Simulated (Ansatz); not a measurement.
C2H6BFN2, SMILES `BN(C=N)CF` at its PBE0-D4/def2-TZVP geometry, where that method's forces vanish. The species carries charge 0 and has multiplicity 1.

```json
{"atom": "B1", "x (Å)": "-0.8195", "y (Å)": "-0.0722", "z (Å)": "-1.4990"}
{"atom": "N2", "x (Å)": "-0.1462", "y (Å)": "-0.0710", "z (Å)": "-0.2631"}
{"atom": "C3", "x (Å)": "-0.4559", "y (Å)": "-1.0213", "z (Å)": "0.7321"}
{"atom": "N4", "x (Å)": "-0.0343", "y (Å)": "-1.0833", "z (Å)": "1.9157"}
{"atom": "C5", "x (Å)": "0.8779", "y (Å)": "0.8808", "z (Å)": "0.0355"}
{"atom": "F6", "x (Å)": "0.4292", "y (Å)": "1.8203", "z (Å)": "0.9395"}
{"atom": "H7", "x (Å)": "-0.5305", "y (Å)": "0.7541", "z (Å)": "-2.3088"}
{"atom": "H8", "x (Å)": "-1.6478", "y (Å)": "-0.9077", "z (Å)": "-1.6935"}
{"atom": "H9", "x (Å)": "-1.1534", "y (Å)": "-1.7751", "z (Å)": "0.3692"}
{"atom": "H10", "x (Å)": "0.5760", "y (Å)": "-0.3075", "z (Å)": "2.1672"}
{"atom": "H11", "x (Å)": "1.1610", "y (Å)": "1.3972", "z (Å)": "-0.8804"}
{"atom": "H12", "x (Å)": "1.7437", "y (Å)": "0.3855", "z (Å)": "0.4854"}
```

For each bond, give half the difference of the two atoms' forces along it (eV/Å; positive pushes the atoms apart) under PBE-D4, r2SCAN-D4, B3LYP-D4, ωB97M-V in def2-TZVPP. (Best estimate.)

Ansatz gave: 
| bond | length (Å) | PBE-D4 | r2SCAN-D4 | B3LYP-D4 | ωB97M-V |
| --- | --- | --- | --- | --- | --- |
| B1–N2 | 1.407 | 0.01 | 0.03 | 0.01 | 0.01 |
| B1–H7 | 1.193 | 0.00 | -0.08 | -0.12 | -0.11 |
| B1–H8 | 1.192 | 0.01 | -0.07 | -0.12 | -0.12 |
| N2–C3 | 1.410 | 0.01 | 0.08 | 0.14 | 0.23 |
| N2–C5 | 1.430 | 0.10 | 0.13 | 0.14 | 0.08 |
| C3–N4 | 1.258 | 0.57 | 0.22 | 0.13 | -0.01 |
| C3–H9 | 1.089 | -0.04 | -0.10 | -0.20 | -0.17 |
| N4–H10 | 1.019 | 0.20 | -0.02 | -0.07 | -0.05 |
| C5–F6 | 1.379 | 0.52 | 0.32 | 0.40 | 0.25 |
| C5–H11 | 1.089 | 0.03 | -0.11 | -0.19 | -0.15 |
| C5–H12 | 1.094 | 0.05 | -0.10 | -0.16 | -0.15 |

B3LYP here is the variant with VWN-RPA as its local correlation; programs differ in this.
